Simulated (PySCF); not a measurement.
## Exercise with solution: dipole moment from atomic charges

C2H3Cl2FSi, SMILES F/C(=C/Cl)[SiH2]Cl. Atoms are numbered in the order given.

```xyz
9

F      0.4509     2.1306    -1.0213
C      0.5377     0.9770    -0.3416
C      1.6490     0.2473    -0.4924
Cl     1.8608    -1.2572     0.3067
Si    -0.9500     0.5491     0.7392
Cl    -2.1015    -0.8952    -0.1861
H      2.4734     0.5636    -1.1371
H     -0.5041     0.0293     2.0562
H     -1.7548     1.7900     0.8777
```
Charge 0, spin multiplicity 1.

Coordinates come from a PBE0-D3(BJ)/def2-SVP optimisation. The structure was generated by enumeration; whether it is a known compound was not checked. Other conformers were not sampled.

Charges (e) from r2SCAN/def2-TZVP (PySCF):

| atom | ESP fit | Mulliken |
|---|---|---|
| F1 | -0.170 | -0.191 |
| C2 | 0.292 | 0.055 |
| C3 | -0.390 | -0.079 |
| Cl4 | 0.010 | -0.068 |
| Si5 | 0.099 | 0.401 |
| Cl6 | -0.111 | -0.250 |
| H7 | 0.256 | 0.159 |
| H8 | 0.006 | -0.010 |
| H9 | 0.009 | -0.018 |

The dipole moment of the full density is 1.19 D.

Question: What dipole moment does each set of point charges give, and which comes closer to that of the density?

Answer: 
μ = Σ q r, and 1 e Å = 4.8032 D.
ESP fit: Σ q r = (0.209, 0.128, 0.092) e Å, |μ| = 1.26 D.
Mulliken: Σ q r = (0.261, 0.214, 0.320) e Å, |μ| = 2.23 D.
ESP fit comes closer in size. Point charges leave out the atoms' own dipoles (lone pairs, polarised bonds); fits to the potential absorb them, partitions of the density don't.
